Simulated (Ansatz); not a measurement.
Correlation energies of C₂H₉BN₂, SMILES `CN(C)BN` by basis set

```xyz
14

C    -0.018   -1.390    0.235
N     0.308   -0.004    0.040
C     1.716    0.269    0.158
B    -0.629    1.012   -0.245
N    -2.018    0.801   -0.378
H    -1.091   -1.561    0.152
H     0.479   -2.027   -0.509
H     0.297   -1.738    1.228
H     1.902    1.331    0.003
H     2.097   -0.007    1.151
H     2.298   -0.295   -0.583
H    -0.217    2.130   -0.384
H    -2.486   -0.083   -0.289
H    -2.638    1.562   -0.580
```

Total charge 0; spin multiplicity 1. All single points use the PBE0-D4/def2-TZVP geometry. It is one conformer, not always the lowest. Frozen core, restricted reference, Ansatz. CBS rows extrapolate triple and quadruple zeta; past MP2 they add the triple-zeta difference.

```
     basis     HF (Eh)  MP2 corr.
  def2-SVP  -214.47255   -0.71567
def2-TZVPP  -214.71380   -0.88287
def2-QZVPP  -214.72459   -0.94153
```

**Question.** Estimate the CCSD correlation energy and the (T) correction in each basis where they were run (hartree).

**Answer.** 
```tsv
basis	CCSD corr.	(T)
def2-SVP	-0.77402	-0.02207
def2-TZVPP	-0.92861	-0.03610
CBS(def2)	-1.03071	as TZ
```
